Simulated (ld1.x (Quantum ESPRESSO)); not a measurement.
lanthanum: excitation energies, all-electron against TM

```json
{
 "Element": "La (Z = 57)",
 "Generator": "ld1.x (Quantum ESPRESSO) 7.5",
 "Type": "norm-conserving Troullier–Martins (Kleinman–Bylander form)",
 "Functional": "LDA (PZ)",
 "Relativity": "scalar-relativistic",
 "Frozen core": "[Xe]",
 "Valence charge": "3",
 "Reference configuration": "4f0 5d1 6s2 6p0",
 "Partial waves": "6s (bound): rc 3.90 bohr; 6p (bound, empty): rc 4.20 bohr; 4f (bound, empty): rc 1.20 bohr; 5d (bound): rc 3.55 bohr",
 "Local potential": "the d channel",
 "Core correction": "none"
}
```

Energies are relative to the spin-unpolarised reference configuration 4f0 5d1 6s2 6p0; without spin polarisation the order of configurations can differ from experiment. Spin-polarised rows fill each open shell by Hund’s rule, majority spin first. Not all tests gave a result: 3 of 9 tests not solved or not reliable. Left out of the table: 4f0 5d1 6s0 6p2 (solver errors, printed error -16.7 eV); 4f0 5d0 6s2 6p1 (solver errors, printed error -1.8 eV); 4f0 5d1 6s0 6p1 (solver errors, printed error -1.8 eV).

```csv
valence configuration,charge,ΔE all-electron (eV),error AE − PS (meV)
4f0 5d1 6s1 6p0,+1,6.163,+15
4f0 5d1.5 6s1.5 6p0,0,0.362,+12
4f0 5d1 6s2 6p0 (spin-polarised),0,-0.097,+175
4f0 5d1 6s1 6p0 (spin-polarised),+1,5.737,+438
```

(1) What are ΔE and the potential's error for 4f0 5d1 6s1.5 6p0?

(2) What are ΔE and the potential's error for 4f0 5d1 6s0 6p0?

Note: ghost states, extra bound levels that the all-electron valence spectrum of the same l lacks: s at -19.0 eV, p at -1.58 eV. A true bound ghost makes a file unfit for plane-wave use.

## Answers

(1) ΔE = 2.482 eV all-electron; the error (AE − PS) is +2.5 meV.

(2) ΔE = 17.315 eV all-electron; the error (AE − PS) is +140 meV.
